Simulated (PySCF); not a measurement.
Exercise with solution: refractive index and permittivity of the vapour

chloro(disilanyl)silane (ClH7Si3), SMILES [SiH3][SiH2][SiH2]Cl.

Geometry: B3LYP-D3(BJ)/def2-SVP. The values are those of a single conformer.

CAM-B3LYP/def2-TZVP (PySCF) gives a mean static polarisability of 97.3 bohr³ and a dipole moment of 1.48 D. Take an ideal gas at 298.15 K and 1 bar, whether or not the substance is that volatile.

Work out n − 1 in the optical limit and the static ε − 1.


Polarisability volume α' = 97.3 × 0.148185 = 14.42 Å³. Number density N = p/kT = 2.43e-5 Å⁻³.
Dilute limit of Lorentz–Lorenz: n − 1 = 2π N α' = 0.0022.
Orientation term of Debye: μ²/(3kT) = 8.098 Å³ × μ²(D²) = 17.74 Å³.
ε − 1 = 4π N (α' + μ²/3kT) = 0.0098. Orientation of the dipole supplies 55 % of the static response; it can't follow optical fields. Vibrational polarisation and dispersion are left out.
